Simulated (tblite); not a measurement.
A geometry optimisation, step by step.

Compound: C5H7Br.
SMILES with atom numbers: `[Br:1][C@@H:2]1[CH2:3][C:4]12[CH2:5][CH2:6]2` (hydrogens: H7 on C2; H8, H9 on C3; H10, H11 on C5; H12, H13 on C6)

Computed with GFN2-xTB (tblite), gas phase: L-BFGS steps from a force-field or distance-geometry start until the largest atomic force falls under 0.01 eV/Å. 7 of its 52 geometries are shown.

Step 0: E = -495.9580 eV, largest atomic force 6.740 eV/Å
```
atom  x, y, z in Å  |  force x, y, z in eV/Å
Br1    -0.802    1.543    1.742   -0.829   0.649  -0.072
C2     -1.033    0.886   -0.051    0.035  -0.117  -0.314
C3     -1.291   -0.576   -0.292   -6.593  -1.188  -0.745
C4     -0.005   -0.149   -0.445    0.102   0.462   1.874
C5      1.300    0.219   -0.586    6.453   0.377  -1.524
C6      1.003   -0.655    0.584    0.088  -0.110   0.538
H7     -1.308    1.586   -0.871    0.206  -0.262   1.184
H8     -1.645   -1.108    0.626    0.742  -0.015  -0.943
H9     -1.998   -0.764   -1.146    0.545  -0.076   0.588
H10     1.978   -0.256   -1.339   -0.453   0.498   0.336
H11     1.652    1.251   -0.339   -0.704  -0.721  -0.511
H12     0.861   -0.251    1.597    0.779  -0.452  -0.610
H13     1.283   -1.726    0.500   -0.370   0.954   0.198
```

Step 8: E = -497.4459 eV, largest atomic force 0.603 eV/Å
```
atom  x, y, z in Å  |  force x, y, z in eV/Å
Br1    -1.125    1.706    1.785   -0.251  -0.395  -0.028
C2     -1.049    0.860    0.024   -0.065  -0.045  -0.135
C3     -1.428   -0.558   -0.361   -0.055   0.215   0.279
C4      0.002   -0.126   -0.295   -0.081   0.101   0.396
C5      1.420    0.135   -0.645    0.197  -0.002   0.335
C6      1.064   -0.630    0.619    0.077  -0.009  -0.093
H7     -1.257    1.643   -0.692    0.009  -0.043  -0.144
H8     -1.679   -1.209    0.465   -0.046  -0.110   0.079
H9     -2.069   -0.774   -1.212    0.460   0.335  -0.149
H10     2.050   -0.288   -1.415   -0.472  -0.370  -0.059
H11     1.673    1.175   -0.485    0.067   0.106  -0.049
H12     1.169   -0.230    1.633    0.142   0.037  -0.561
H13     1.225   -1.704    0.562    0.018   0.179   0.129
```

Step 17: E = -497.9021 eV, largest atomic force 0.432 eV/Å
```
atom  x, y, z in Å  |  force x, y, z in eV/Å
Br1    -1.641    1.533    1.865    0.030  -0.079   0.055
C2     -1.083    0.903    0.134   -0.157   0.015  -0.115
C3     -1.369   -0.492   -0.351    0.112  -0.159  -0.053
C4      0.019   -0.044   -0.078    0.034   0.063   0.203
C5      1.361    0.064   -0.685    0.195  -0.069   0.162
C6      1.176   -0.580    0.672    0.032  -0.085   0.017
H7     -1.224    1.653   -0.626    0.011   0.421   0.095
H8     -1.777   -1.219    0.336   -0.104   0.014  -0.007
H9     -1.730   -0.568   -1.366    0.002  -0.174  -0.023
H10     1.655   -0.557   -1.519   -0.083   0.092  -0.018
H11     1.800    1.050   -0.655    0.060  -0.008  -0.276
H12     1.571   -0.084    1.555   -0.212  -0.053  -0.184
H13     1.239   -1.659    0.702    0.079   0.021   0.144
```

Step 26: E = -497.9683 eV, largest atomic force 0.151 eV/Å
```
atom  x, y, z in Å  |  force x, y, z in eV/Å
Br1    -1.726    1.428    1.892    0.040  -0.070   0.015
C2     -1.091    0.919    0.134   -0.110   0.050   0.090
C3     -1.345   -0.477   -0.373    0.035  -0.059  -0.038
C4      0.025   -0.021   -0.039    0.015   0.059   0.006
C5      1.351    0.042   -0.691    0.075  -0.083   0.018
C6      1.191   -0.567    0.686    0.061   0.016   0.006
H7     -1.205    1.755   -0.542    0.046   0.014  -0.012
H8     -1.812   -1.183    0.299   -0.021  -0.003   0.021
H9     -1.628   -0.611   -1.406   -0.060   0.046  -0.061
H10     1.534   -0.607   -1.536    0.065  -0.041   0.034
H11     1.849    1.000   -0.763   -0.075  -0.036  -0.011
H12     1.588   -0.038    1.541   -0.038   0.057  -0.054
H13     1.265   -1.642    0.780   -0.035   0.049  -0.014
```

Step 34: E = -497.9811 eV, largest atomic force 0.128 eV/Å
```
atom  x, y, z in Å  |  force x, y, z in eV/Å
Br1    -1.688    1.344    1.922    0.014   0.020   0.028
C2     -1.089    0.917    0.133    0.010   0.046   0.052
C3     -1.348   -0.472   -0.392   -0.016  -0.029   0.001
C4      0.024   -0.023   -0.061   -0.005  -0.028  -0.022
C5      1.359    0.024   -0.697    0.019  -0.006  -0.008
C6      1.182   -0.546    0.694    0.040   0.028  -0.041
H7     -1.194    1.778   -0.511   -0.039   0.011  -0.020
H8     -1.817   -1.169    0.289   -0.038  -0.056  -0.034
H9     -1.646   -0.593   -1.423   -0.013   0.027  -0.021
H10     1.568   -0.654   -1.512   -0.003   0.000   0.023
H11     1.834    0.989   -0.799    0.027  -0.032   0.010
H12     1.556    0.025    1.534   -0.032  -0.081  -0.037
H13     1.254   -1.620    0.808    0.037   0.101   0.070
```

Step 42: E = -497.9865 eV, largest atomic force 0.040 eV/Å
```
atom  x, y, z in Å  |  force x, y, z in eV/Å
Br1    -1.659    1.316    1.944    0.011   0.020   0.020
C2     -1.089    0.914    0.140    0.025   0.022   0.020
C3     -1.353   -0.469   -0.401   -0.007  -0.020  -0.013
C4      0.023   -0.026   -0.074   -0.007  -0.034   0.005
C5      1.363    0.013   -0.704    0.007  -0.006   0.023
C6      1.180   -0.533    0.695    0.013  -0.001   0.008
H7     -1.214    1.780   -0.494   -0.011   0.017  -0.007
H8     -1.832   -1.180    0.256    0.009  -0.029   0.006
H9     -1.656   -0.558   -1.434    0.006  -0.003  -0.039
H10     1.577   -0.683   -1.502   -0.021   0.015   0.018
H11     1.846    0.973   -0.820    0.001  -0.013   0.000
H12     1.538    0.053    1.530   -0.008   0.017  -0.020
H13     1.272   -1.599    0.847   -0.017   0.015  -0.022
```

Step 51: E = -497.9871 eV, largest atomic force 0.005 eV/Å
```
atom  x, y, z in Å  |  force x, y, z in eV/Å
Br1    -1.647    1.319    1.950    0.002  -0.002  -0.002
C2     -1.089    0.912    0.142   -0.001   0.004   0.000
C3     -1.353   -0.470   -0.404    0.000  -0.001   0.001
C4      0.022   -0.028   -0.075   -0.002   0.000   0.002
C5      1.362    0.012   -0.702   -0.002  -0.002   0.001
C6      1.179   -0.531    0.696   -0.001   0.002   0.002
H7     -1.217    1.779   -0.491   -0.003   0.004  -0.002
H8     -1.830   -1.189    0.248    0.002  -0.004   0.003
H9     -1.653   -0.554   -1.440    0.001   0.001  -0.002
H10     1.572   -0.686   -1.499    0.003   0.001  -0.004
H11     1.847    0.970   -0.821    0.001  -0.003   0.000
H12     1.533    0.062    1.528    0.001  -0.002   0.002
H13     1.269   -1.596    0.850   -0.001   0.003  -0.001
```

Question: Summarise the path.

Answer: The energy falls by 46.79 kcal/mol from step 0 to step 51; nine tenths of that is first reached at step 14. It falls at every step. The largest force goes from 6.740 to 0.005 eV/Å. Among the bonds C3–C4 changes most, from 1.363 to 1.482 Å; the atoms move by 0.495 Å rms after alignment.

Question: Follow the three bonds and two angles with the largest change from start to end.

Answer: 
```tsv
step	E above end (kcal/mol)	largest force (eV/Å)	C3–C4 (Å)	C4–C5 (Å)	C4–C6 (Å)	C3–C4–C5 (°)	C3–C4–C6 (°)
0	46.79	6.740	1.363	1.364	1.527	177.4	116.3
2	24.92	1.004	1.475	1.471	1.490	174.6	120.3
4	19.87	0.841	1.508	1.500	1.471	171.7	124.2
7	13.59	0.754	1.504	1.497	1.492	164.4	127.6
9	11.29	0.681	1.485	1.479	1.486	160.8	128.1
11	7.90	0.888	1.481	1.484	1.475	154.8	130.1
13	5.27	0.610	1.497	1.499	1.481	148.8	132.6
16	2.43	0.435	1.490	1.483	1.483	144.2	135.3
18	1.56	0.372	1.481	1.476	1.476	140.5	136.0
20	1.03	0.289	1.481	1.483	1.476	137.6	136.0
22	0.65	0.182	1.485	1.484	1.482	137.7	135.8
24	0.53	0.121	1.484	1.480	1.482	138.0	136.2
27	0.38	0.162	1.481	1.480	1.476	137.9	136.7
29	0.29	0.117	1.480	1.481	1.476	137.8	136.8
31	0.23	0.109	1.481	1.481	1.478	137.9	136.7
33	0.17	0.123	1.481	1.479	1.478	138.3	136.9
35	0.11	0.104	1.481	1.480	1.477	138.8	137.4
38	0.05	0.065	1.482	1.481	1.478	139.1	137.8
40	0.03	0.046	1.482	1.481	1.479	139.0	137.7
42	0.02	0.040	1.482	1.481	1.478	138.9	137.7
44	0.00	0.027	1.482	1.481	1.478	139.0	137.8
47	0.00	0.013	1.482	1.481	1.479	139.0	137.8
49	0.00	0.015	1.482	1.480	1.479	139.0	137.8
51	0.00	0.005	1.482	1.481	1.478	138.9	137.8
```

The cost below is that of the whole relaxation. On Arm Neoverse V1, one thread, no GPU (shared host), this took 0.27 s of wall time.
